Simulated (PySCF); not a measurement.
## Electronic structure of Ar+ (argon, charge +1) at the UHF level

Configuration: [Ne] 3s2 3p4 4s1, 4s spin antiparallel (an excited configuration). All numbers are calculated (PySCF 2.14, no relativity, point nucleus, in aug-cc-pV(Q+d)Z).

* Total energy: -525.683628 hartree
* One-electron energy: -714.4667 hartree
* Hartree (Coulomb) energy: 218.3854 hartree
* Exchange energy: -29.6023 hartree
* Kinetic energy: 525.62579 hartree
* ⟨S²⟩: 1.7603
* ⟨L²⟩: 2.075
* Sum of ⟨r⟩: 15.83 bohr
* Sum of ⟨r²⟩: 33.29 bohr²
* Traceless quadrupole moment −½Σ⟨3z² − r²⟩ along its main axis: -0.200 e·bohr²
* Density at the nucleus (Gaussians lack the cusp): 3800 bohr⁻³
* Spin density at the nucleus: -1.37 bohr⁻³
* Langevin diamagnetic susceptibility: -26.4 ×10⁻⁶ cm³/mol

```
shell  electrons  mean orbital energy (eV)  spread (eV)  rms radius, mean of both spins (bohr)
 1s α          1                   -3250.9            0                                 0.0998
 1s β          1                   -3250.1            0                                 0.0998
 2s α          1                   -357.91            0                                  0.448
 2s β          1                   -357.21            0                                  0.448
 2p α          3                   -283.31        0.922                                  0.417
 2p β          3                   -281.85        0.702                                  0.417
 3s α          1                   -56.042            0                                   1.44
 3s β          1                   -48.511            0                                   1.44
 3p α          3                   -36.043        2.548                                   1.60
 3p β          1                   -33.119            0                                   1.60
 4s β          1                   -10.100            0                                   4.18
```

The outer electron is Rydberg-like, and this basis confines it to a smaller radius and binds it less than a complete one would. With the s spin flipped the determinant is a mixture of two multiplicities, not a spectroscopic state.

Spin-orbit constants ζ (cm⁻¹) from the X2C one-electron operator on these orbitals (non-relativistic here): bare nucleus, nucleus screened by l(l+1)(2l+1)/3 electrons, and screened by the Breit-Pauli mean field of the electrons.

```tsv
shell	bare	screened nucleus	mean field
2p	12900	11460	10810
3p	1188	1056	984.7
```
